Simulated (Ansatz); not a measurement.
CH2GeO, SMILES `O=[CH][GeH]` (lower singlet; O–C–Ge–H torsion 92°) (charge 0, multiplicity 1). This singlet lies 0.93 eV below the relaxed triplet at the level frozen-core CCSD(T)/cc-pVTZ // PBE0-D3(BJ)/def2-TZVP (Ansatz, a program for electronic structure).

These are frozen-core CCSD(T)/cc-pVQZ // PBE0-D3(BJ)/def2-TZVP (Ansatz) values and carry that method's errors.

Ansatz 0.2 input:
```yaml
crystal:
  periodic: [false, false, false]
  atoms:
    - { symbol: O, position_ang: [-0.930334, -0.817917, -0.302454] }
    - { symbol: C, position_ang: [-0.608883, 0.312364, 0.036628] }
    - { symbol: Ge, position_ang: [0.98557, -0.454101, 0.923642] }
    - { symbol: H, position_ang: [-1.244087, 1.179064, -0.226665] }
    - { symbol: H, position_ang: [1.797733, -0.219411, -0.431153] }
basis:
  gaussian: { orbitals: cc-pVQZ }
correlation:
  method: ccsd_t
```

Output:

```
Functional definition: HF
1446 factors; integrals over basis functions are off by at most 8.9e-4 eV
mean field evaluation 1: about -59570.7407 eV, gradient 3.2e1 eV
mean field evaluation 2: about -59570.8087 eV, gradient 3.2e1 eV
mean field evaluation 4: about -59573.2962 eV, gradient 3.6e0 eV
mean field evaluation 8: about -59573.3781 eV, gradient 4.9e-1 eV
mean field evaluation 16: about -59573.3819 eV, gradient 1.5e-6 eV
mean field -59573.38190879 eV, -2189.2814048595 hartree, gradient 1.5e-6 eV, S^2 0.000000; 0 other end points of the search recorded, 0 dependent functions left out
11 core orbitals not correlated
reference -59573.38190879 eV, -2189.2814048595 hartree; 13, 13 occupied and 214, 214 virtual orbitals, 1446 factors
second order -17.94453137 eV of doubles, -0.00000000 eV of singles
cycle   1  -17.32963880 eV  change    6.1e-1 eV  update   1.3e-1
cycle   2  -17.94069841 eV  change   -6.1e-1 eV  update   4.8e-2
cycle   3  -18.10415037 eV  change   -1.6e-1 eV  update   2.9e-2
cycle   4  -18.08392036 eV  change    2.0e-2 eV  update   1.0e-2
cycle   5  -18.07891465 eV  change    5.0e-3 eV  update   5.8e-3
cycle   6  -18.08320447 eV  change   -4.3e-3 eV  update   2.6e-3
cycle   7  -18.08237135 eV  change    8.3e-4 eV  update   1.3e-3
cycle   8  -18.08207430 eV  change    3.0e-4 eV  update   4.7e-4
cycle   9  -18.08237071 eV  change   -3.0e-4 eV  update   2.0e-4
cycle  10  -18.08234301 eV  change    2.8e-5 eV  update   8.0e-5
cycle  11  -18.08229639 eV  change    4.7e-5 eV  update   4.1e-5
cycle  12  -18.08234397 eV  change   -4.8e-5 eV  update   2.3e-5
cycle  13  -18.08232797 eV  change    1.6e-5 eV  update   1.3e-5
perturbative correction -0.89474571 eV, -0.0328812983 hartree
Total energy: -59592.35898247 eV, -2189.9787994542 hartree
```
